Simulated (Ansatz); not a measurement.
Reactions of CH9GeNOSi, SMILES `C[N]([GeH3])[SiH2]O`.

Program: Ansatz. Geometries: PBE0-D4/def2-TZVP. ΔE: electronic, gas phase. CBS: MP2 limit from def2 TZ/QZ plus the TZ coupled-cluster correction, frozen cores. This one scheme is used for every species, atoms too. DFT in def2-TZVPP. No spin–orbit coupling; open shells (•) take unrestricted orbitals. Spin–orbit coupling would lower the free atoms: a little for C, O, Si; clearly for Ge. Bonds to Ge are less sure, by a few kJ/mol each and by 10 to 20 or more in all where they break to atoms, as the def2 sets lack core-valence functions. Scalar relativity is left out up to krypton. Each species was taken in one conformer, which may not be the lowest.

| reaction | ωB97M-V (eV) | PBE0-D4 (eV) | CCSD(T)/CBS(def2) (eV) |
| --- | --- | --- | --- |
| `C[N]([GeH3])[SiH2]O` → `CO[SiH2][NH][GeH3]` | 0.14 | 0.16 | 0.17 |
| `C[N]([GeH3])[SiH2]O` + `C=CN[SiH2]Cl` → `C=C[N]([GeH3])[SiH2]Cl` + `CN[SiH2]O` | -0.01 | 0.00 | -0.03 |
| `C[N]([GeH3])[SiH2]O` → `C[N][GeH3]`• + `O[SiH2]`• | 4.83 | 4.56 | 4.89 |
| `C[N]([GeH3])[SiH2]O` + `C[Si](O)(O)O` → `O[SiH2]C[Si](O)(O)O` + `C[NH][GeH3]` | 0.53 | 0.49 | 0.57 |
| `C[N]([GeH3])[SiH2]O` → C• + Ge• + 9 H• + N• + O• + Si• | 49.08 | 48.59 | 49.25 |
| `C[N]([GeH3])[SiH2]O` + `[NH2][AlH][SiH3]` → `[NH2][AlH][SiH2]O` + `C[N]([SiH3])[GeH3]` | 0.44 | 0.44 | 0.44 |
| `C[N]([GeH3])[SiH2]O` + `F[SiH2]Cl` → `O[SiH2][SiH](F)Cl` + `C[NH][GeH3]` | 0.98 | 0.79 | 0.97 |
| `C[N]([GeH3])[SiH2]O` + `C[SiH](O)O` → `C[SiH](O)O[SiH2]O` + `C[NH][GeH3]` | -0.56 | -0.53 | -0.54 |
| `C[N]([GeH3])[SiH2]O` + H₂ → `C[N]([SiH3])[GeH3]` + H₂O | 0.94 | 0.86 | 0.91 |
| `C[N]([GeH3])[SiH2]O` + `OCBCl` → `ClBC[O][GeH3]` + `CN[SiH2]O` | -0.07 | -0.03 | -0.03 |

Largest T1 diagnostic: 0.015, for `O[SiH2]`•.
